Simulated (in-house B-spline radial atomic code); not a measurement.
Relativistic effects in the neon ion Ne⁶⁺, [He] 2s2: non-relativistic Hartree-Fock (point nucleus) against Dirac-Hartree-Fock (Fermi nucleus of rms radius 3.0055 fm), both averages of the configuration, computed with an all-electron radial atomic-structure program (B-spline basis).

```json
{"orbital": "1s1/2", "ε NR (Eh)": "-40.54", "ε Dirac (Eh)": "?", "<r> NR (bohr)": "0.1562", "<r> Dirac (bohr)": "?", "change of <r> (%)": "?"}
{"orbital": "2s1/2", "ε NR (Eh)": "-7.4907", "ε Dirac (Eh)": "-7.5013", "<r> NR (bohr)": "0.7118", "<r> Dirac (bohr)": "0.7106", "change of <r> (%)": "-0.2"}
```

(1) What happens to 1s1/2?

(2) What explains the pattern of contraction and expansion?

(3) By how much does the total energy change?

## Answers

(1) Its energy goes to -40.588 hartree and <r> to 0.1559 bohr (-0.17 %).

(2) The s and p1/2 orbitals contract directly, as their density near the nucleus moves at relativistic speed. Nothing expands appreciably in this ion.

(3) By -0.14495 hartree, from -110.111 to -110.256.
